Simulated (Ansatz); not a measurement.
# Errors in the atomisation enthalpy at 298 K

8 molecules holding Si, Ge, B, Al, Ga, P or As; the atomisation enthalpy at 298 K in kJ/mol, computed less measured. Shapes, held fixed at every level: PBE0-D4/def2-TZVP. Thermal terms are harmonic and unscaled (PBE0-D4/def2-TZVP); the spin-orbit lowering of the free atoms is taken from their spectra. Programs: Ansatz 0.2.0. Measured values: CRC Handbook of Chemistry and Physics, NIST-JANAF tables.

Levels: A = HF/def2-SVP; B = r2SCAN-D4/def2-TZVPP; C = MP2/def2-TZVPP.

| molecule | from tabulated heats | A | B | C |
| --- | --- | --- | --- | --- |
| AlClF2 (SMILES [F][Al]([F])[Cl]) | 1609 | -412 | +1 | +50 |
| BCl2F (dichlorofluoroborane) | 1537 | -350 | +30 | +44 |
| SiH2Br2 (SMILES Br[SiH2]Br) | 1300 | -357 | +15 | -8 |
| SiCl4 (silicon tetrachloride) | 1598 | -473 | +20 | +25 |
| SiF4 (silicon tetrafluoride) | 2382 | -726 | -26 | +55 |
| SiH3I (SMILES [SiH3]I) | 1213 | -320 | +3 | -28 |
| SiHI3 (SMILES I[SiH](I)I) | 1063 | -404 | +13 | +23 |
| Si(CH3)3Cl (chlorotrimethylsilane) | 5037 | -1210 | +10 | -80 |

Q: Sum up the errors.

A: 
```json
{"level": "HF/def2-SVP", "kind": "Hartree–Fock", "mean error": "-531.5", "mean absolute error": "531.5", "worst case": "Si(CH3)3Cl"}
{"level": "r2SCAN-D4/def2-TZVPP", "kind": "meta-GGA", "mean error": "+8.2", "mean absolute error": "14.8", "worst case": "BCl2F"}
{"level": "MP2/def2-TZVPP", "kind": "perturbation theory", "mean error": "+10.1", "mean absolute error": "39.1", "worst case": "Si(CH3)3Cl"}
```

On this set r2SCAN-D4/def2-TZVPP has the smallest mean absolute error and HF/def2-SVP the largest. HF/def2-SVP is too low in 8 of 8; r2SCAN-D4/def2-TZVPP is too high in 7 of 8. The heats of AlClF2 (SMILES [F][Al]([F])[Cl]), Si(CH3)3Cl (chlorotrimethylsilane) come from older tables and can be uncertain by 10 kJ/mol or more. The molecules' own spin-orbit lowering is left out, so errors for iodides read a little too negative. Heats of the atoms come from ATcT where it has them, that of boron, 570 kJ/mol, from recent work. The levels differ in basis as well as in method. The tabulated values of BCl2F, SiH2Br2, SiH3I, SiHI3 are in doubt (older tables, estimates, or at odds with other calculations) and kept here. Over the 4 molecules whose values aren't doubted the mean absolute errors are A 705.2; B 14.2; C 52.5. For HF/def2-SVP and MP2/def2-TZVPP the error tends to grow with the atomisation enthalpy. Hartree–Fock lacks correlation and underbinds. Correlated wave functions converge slowly with the basis. For atoms past krypton def2 sets carry core potentials with scalar relativity. Relativity is left out for Br. Outer-core shells of Br, I are correlated, in sets that cover them unevenly. The set is small.
